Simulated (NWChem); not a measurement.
System: CrNH2O2Cl; SMILES [NH]=[Cr]([OH])([Cl])=[O]

The following NWChem deck was run.

```
start job
memory heap 200 mb stack 900 mb global 1100 mb
geometry units angstroms noautoz
  Cr     0.025488    -0.289716     0.046606
  O      0.962799    -0.658797     1.230680
  N      0.681636    -0.767684    -1.360129
  H      1.591885    -1.210718    -1.578311
  Cl    -0.208308     1.857153    -0.028484
  O     -1.526179    -1.073107     0.253280
  H     -1.912540    -1.420381    -0.576785
end
basis spherical
  Cr library def2-svp
  O library def2-svp
  N library def2-svp
  H library def2-svp
  Cl library def2-svp
end
dft
  xc xtpss03 ctpss03
  iterations 150
  mulliken
end
task dft energy
```

Geometry: optimised at PBE-D3(BJ)/def2-SVP.

Predict the main results of this run. (TPSS/def2-SVP.) Quantities: basis functions; energy (Ha); highest occupied level (eV); orbital gap (eV); dipole (D).


```yaml
number_of_basis_functions: 101
energy (Ha): -1710.83
highest occupied level (eV): -7.23
orbital gap (eV): 2.67
dipole (D): 3.17
```
